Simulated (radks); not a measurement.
Task: Ta LI, 23 electrons, occupied as [Ar] 3d5. Method: Dirac Kohn-Sham, BLYP, spin-unpolarised, spherical densities, finite nucleus; open shells fill j = l - 1/2 first; Fermi nuclear charge, rms radius 5.3507 fm; computed with a radial shooting solver on a logarithmic mesh with Libxc functionals.

Spin-orbit splittings of the eigenvalues, e(l+1/2) - e(l-1/2), with zeta = 2 splitting/(2l+1) and mean radii in bohr:

shell  occ.  splitting (eV)  zeta (eV)  <r> j=l-1/2  <r> j=l+1/2
2p        6               ?          ?      0.06453      0.07224
3p        6           308.8      205.8       0.1846       0.1970
3d        5           70.33      28.13       0.1704       0.1743

Estimate the 2p splitting.

Result: 1283 eV (zeta = 855.4 eV).
